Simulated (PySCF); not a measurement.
These are B3LYP-D3(BJ)/def2-TZVP // M06-2X/def2-TZVP (PySCF) values and carry that method's errors. All species are isolated molecules in the gas phase. One relaxed conformer stands for a flexible species; it need not be the lowest. B3LYP has the VWN-RPA correlation part, as in Gaussian. 

Reference species (SMILES): `B` (neutral, multiplicity 1).

The LUMO is -2.22 eV, the HOMO is -9.75 eV and the HOMO–LUMO gap is 7.53 eV.

Changed species: `BCC` (X = ethyl; the reference has X = H).

Q: What does the change do to the LUMO, HOMO and HOMO–LUMO gap?

A: the LUMO rises by 0.70 eV, to -1.52 eV; the HOMO increases by 1.15 eV, to -8.60 eV; the HOMO–LUMO gap falls by 0.45 eV, to 7.08 eV.
